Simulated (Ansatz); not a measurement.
Isolated molecules relaxed with PBE0-D4/def2-TZVP in Ansatz; ΔE leaves out vibrations. CBS: MP2 limit from def2 TZ/QZ plus the TZ coupled-cluster correction, frozen cores. Functionals use def2-TZVPP. HSE06 is defined as in plane-wave codes. For Ga outer-core shells are correlated without core-valence functions, which leaves a few kJ/mol of doubt a bond. Scalar relativity is left out up to krypton. One conformer a species, not always the lowest.

`[F][Ga]([F])[F]` + `O[SiH3]` → `[F][Ga-]([F])([F])[OH+][SiH3]`  (adduct formation)

CCSD(T)/CBS gives -28.6 kcal/mol.

Another level gave -26.8 kcal/mol. Which?
A. CCSD(T)/def2-TZVPP
B. HSE06/def2-TZVPP
C. BLYP/def2-TZVPP
D. HSE06-D4/def2-TZVPP

D. HSE06-D4 -26.8, CCSD(T)/def2-TZVPP -28.0, BLYP -19.7, HSE06 -24.8 kcal/mol.

Largest T1 diagnostic among the species: 0.015.

From PBE to PBE0 (25 % exact exchange), in def2-TZVPP and without D4, ΔE moves by −2.5 kcal/mol. At CCSD(T), def2-SVP lies −4.8 kcal/mol from the extrapolated value and def2-TZVPP +0.6 kcal/mol.

CCSD(T)/CBS has its own doubt, a few kJ/mol and more with outer-core shells, so smaller differences from it don't rank the levels.
